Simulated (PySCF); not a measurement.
Task: Give a GFN2-xTB geometry of `C#Cc1ccc(F)[nH+]c1`. (Charge +1.)

Result: 
```xyz
14
C7H5FN angstrom
C      3.2543   -0.8014   -0.0060
C      2.0848   -0.5245   -0.0036
C      0.7174   -0.1755   -0.0052
C      0.3014    1.1229   -0.3604
C     -1.0419    1.4471   -0.3556
C     -1.9492    0.4654    0.0058
F     -3.2442    0.6661    0.0419
N     -1.5449   -0.7651    0.3435
C     -0.2508   -1.1092    0.3479
H      4.2775   -1.0481   -0.0065
H      1.0412    1.8603   -0.6360
H     -1.3979    2.4304   -0.6216
H     -2.2571   -1.4490    0.6042
H      0.0087   -2.1197    0.6294
```

Orientation and origin are arbitrary. Atoms count from 1 in this order. The C–C distances run from 1.202 Å (C1≡C2, drawn triple) to 1.411 Å (C2–C3, drawn single), a spread of 0.209 Å. The 6-membered ring C3–C4–C5–C6–N8–C9 has internal angles of 118.1° to 121.9°; it is planar, 0.00 Å rms from its mean plane, widest ring torsion 0°. The 9 heavy atoms lie in one plane (0.001 Å rms). C3 (substituted aromatic carbon) is planar (angles 121.0°, 120.5° and 118.5°, sum 360.0°, 0.00 Å off the plane of its three neighbours).

Bonds between heavy atoms (Å): C1≡C2 1.202, C2–C3 1.411, C3–C4 1.409, C4–C5 1.382, C5–C6 1.385, C6–F7 1.311, C6–N8 1.339, N8–C9 1.339, C3–C9 1.391.

Structure optimised with GFN2-xTB, isolated species.

Point group: Cs (tolerance 0.08 Å). GFN2-xTB frequencies: not computed here.
